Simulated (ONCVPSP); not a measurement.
# Building the ONCV potential for Te (Z = 52) (LDA (Perdew-Wang 92), non-relativistic).

tellurium (Te), optimised norm-conserving Vanderbilt (ONCV), made with ONCVPSP 4.0.1 (LDA (Perdew-Wang 92), non-relativistic). Core [Kr], reference 4d10 5s1.75 5p4.25. Waves: 5s: rc 2.00 bohr, ncon 4, nbas 7, qcut 2.8 1/bohr, 2 projectors, debl 2.7 Ha; 5p: rc 2.30 bohr, ncon 3, nbas 6, qcut 3.9 1/bohr, 2 projectors, debl 3.7 Ha; 4d: rc 1.10 bohr, ncon 4, nbas 9, qcut 12.1 1/bohr, 2 projectors, debl 0.4 Ha. Local part: polynomial inside 0.70 bohr (lpopt 3, dvloc0 0 Ha). Core correction: Teter function, fcfact 5.75, rcfact 1.4.

In the d channel the program set the typed energies aside and used -1.619, 0.250 Ha.

(1) Estimate the cutoffs (Ha) at which the residual kinetic energy of the hardest occupied pseudo-wave falls to 1 and 0.1 mHa per electron.

(2) What does a ghost test show?

(3) Which valence shell sets the plane-wave cutoff?

(4) Tests: 4d10 5s2 5p4; 4d10 5s2 5p3; 4d10 5s2 5p2; 4d10 5s2 5p1. Which has the largest error in its energy relative to the reference configuration, and how large is it?

Answers

(1) 53 Ha and 62 Ha.

(2) Ghosts flagged at negative energy: s at -357.2 eV, p at -144.0 eV; GHOST(+) flagged for s at 95.6 eV. A true bound ghost makes a file unfit for plane-wave use.

(3) 4d: 53 Ha for 1 mHa per electron, against 24 Ha for 5s.

(4) 4d10 5s2 5p1, with +4.2 meV (all-electron minus pseudo) on +53.19 eV.
